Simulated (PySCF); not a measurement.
PySCF input for H3N, SMILES N, PBE/pcSseg-1. Geometry: B3LYP-D3(BJ)/def2-TZVP.

```python
import numpy as np
from pyscf import gto, scf, dft
from pyscf.prop.nmr import rks as nmr

mol = gto.M(
    atom='''
    N    -0.00000000    0.00000000    0.11163168
    H     0.81649404    0.47140306   -0.26047391
    H     0.00000001   -0.94280611   -0.26047391
    H    -0.81649404    0.47140304   -0.26047391
    ''',
    basis='pcSseg-1',
    charge=0,
    spin=0,
    max_memory=1600,
    verbose=3,
)
mf = dft.RKS(mol, xc='pbe')
mf.grids.level = 3
mf.conv_tol = 1e-10
mf.max_cycle = 100
mf.kernel()
n = nmr.NMR(mf)
n.verbose = 2
n.max_cycle_cphf = 60
sigma = n.kernel()
print('atom   isotropic/ppm   span/ppm')
for i, s in enumerate(sigma):
    w = np.linalg.eigvalsh((s + s.T) / 2)
    print(f'{mol.atom_symbol(i):2s}{i + 1:3d} {w.mean():14.3f} {w[2] - w[0]:11.3f}')
```

Output:

```
converged SCF energy = -56.4733783657851
atom   isotropic/ppm   span/ppm
N   1        267.015      63.507
H   2         31.848      16.204
H   3         31.848      16.204
H   4         31.848      16.204
```

Self-consistency was reached.

Cost: about 1.1 core-seconds (a rough figure).
